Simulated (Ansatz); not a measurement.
Program: Ansatz. Geometries: PBE0-D4/def2-TZVP. ΔE: electronic, gas phase. CBS: MP2 limit from def2 TZ/QZ plus the TZ coupled-cluster correction, frozen cores. This one scheme is used for every species. Functionals use def2-TZVPP. One conformer a species, not always the lowest.

`C[CH2][AlH][O][SiH3]` + CH₃SH → `CCSC` + `[AlH2][O][SiH3]`  (substitution at a C–Al bond)

| level | ΔE (eV) |
| --- | --- |
| r2SCAN-D4 | 0.34 |
| r2SCAN0-D4 | 0.33 |

Problem. What does CCSD(T)/CBS give? (Best estimate.)

Solution. Ansatz gave: +0.31 eV. The listed levels differ from it by 0.03, 0.02 eV.

Largest T1 diagnostic among the species: 0.012.

Leaving LDA and LC-ωPBE aside and taking each functional with its dispersion term where it has one, the values, not all of them listed here, spread over 0.10 eV, from B97M-V to r2SCAN-D4. LDA lies −0.04 eV from PBE without D4.
